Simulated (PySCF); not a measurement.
**From computed data to an observable: entropy of an ideal gas**

FeO₄, SMILES [O]=[Fe]1(=[O])[O][O]1, multiplicity 1.

Geometry: PBE-D3(BJ)/def2-SVP. The multiplicity is an assumed one; other spin states were not compared.

PySCF with PBE-D3(BJ)/def2-SVP gives the harmonic wavenumbers 243, 256, 324, 325, 558, 578, 990, 1027, 1039 cm⁻¹ and the rotational temperatures 0.3328, 0.2097, 0.1530 K. The molar mass is 119.84 g/mol, the symmetry number 2, the spin multiplicity 1.

Question: Work out the entropy at 298.15 K and 1 atm in the rigid-rotor, harmonic-oscillator model.

Answer: 
Translation (Sackur–Tetrode at 1 atm): S = R[1.5 ln M + 2.5 ln T − 1.16487] = 168.4 J/(mol K).
Rotation: q = (√π/σ) T^1.5/√(θA θB θC) = 44200, S = R[ln q + 3/2] = 101.4 J/(mol K).
Vibration: with u = 1.4388 ν/T, each mode gives R[u/(e^u − 1) − ln(1 − e^−u)]:
```tsv
ν (cm⁻¹)	modes	u	S (J/(mol K))
243	1	1.17	7.45
256	1	1.24	7.07
324	1	1.56	5.40
325	1	1.57	5.38
558	1	2.69	2.21
578	1	2.79	2.05
990	1	4.78	0.41
1027	1	4.96	0.35
1039	1	5.01	0.33
```
These are all the modes. Sum 30.6 J/(mol K).
Spin: R ln 1 = 0.0 J/(mol K).
Total 300.5 J/(mol K); the program's own thermochemistry gives 300.5. Translation makes up 56 % and vibration 10 %. Anharmonicity, hindered rotation and orbital degeneracy are left out.
